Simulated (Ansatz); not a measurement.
Ansatz (a program for electronic structure) input:

Ansatz 0.2 input:
```yaml
crystal:
  periodic: [false, false, false]
  atoms:
    - {symbol: C, position_ang: [-2.04635261, -0.18638224, -0.14124366]}
    - {symbol: C, position_ang: [-0.57560071, -0.19322420, -0.13765363]}
    - {symbol: C, position_ang: [0.48569593, 0.46242764, 0.32437271]}
    - {symbol: F, position_ang: [0.69718914, 1.54240827, 1.07669341]}
    - {symbol: C, position_ang: [1.40487656, -0.51057577, -0.34712781]}
    - {symbol: O, position_ang: [0.17723582, -1.17844071, -0.81859252]}
    - {symbol: H, position_ang: [-2.41701465, 0.65572592, 0.44233359]}
    - {symbol: H, position_ang: [-2.42951573, -0.10350903, -1.16126844]}
    - {symbol: H, position_ang: [-2.43774476, -1.11176271, 0.28842559]}
    - {symbol: H, position_ang: [1.99418228, -0.14985129, -1.18984950]}
    - {symbol: H, position_ang: [1.98578904, -1.17822429, 0.28877263]}
basis:
  gaussian:
    orbitals: def2-TZVP
hamiltonian:
  xc: b3lyp
  dispersion: d3bj
phonons: {temperatures: {t_min: 298.15, t_max: 298.15, t_step: 100}}
```

Problem. What final total energy does it print?

Solution. -330.57046 Eh (B3LYP-D3(BJ)/def2-TZVP). The basis has 216 functions. The run takes around 5 core-minutes (rough).
